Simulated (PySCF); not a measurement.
Calculation: ωB97X-D3(BJ)/def2-TZVP // PBE0-D3(BJ)/def2-TZVP (PySCF 2.14.0). Gas-phase values, no solvent. Delta-SCF ions had no search for a lower state. Excitations are Tamm–Dancoff values on a coarser integration grid. The basis has no diffuse functions, so Rydberg states are missing or too high.

Reference species (SMILES): `[CH3][Al]([CH3])[CH3]` (neutral, multiplicity 1).

The vertical ionisation energy (Delta-SCF) is 9.88 eV, the S1 oscillator strength is 0.000 and the HOMO comes out as -10.00 eV. The S1–T1 gap (TDA) comes out as 0.26 eV.

Changed species: `[CH3][Al]([I])[I]` (2 of 3 CH3 replaced by I; the reference has 0 of 3 CH3 replaced by I).

Q: What does the change do to the vertical ionisation energy (Delta-SCF), S1 oscillator strength, HOMO and S1–T1 gap (TDA)?

A: the vertical ionisation energy (Delta-SCF) falls by 0.03 eV, to 9.85 eV; the S1 oscillator strength stays essentially unchanged; the HOMO increases by 0.13 eV, to -9.87 eV; the S1–T1 gap (TDA) drops by 0.15 eV, to 0.11 eV.
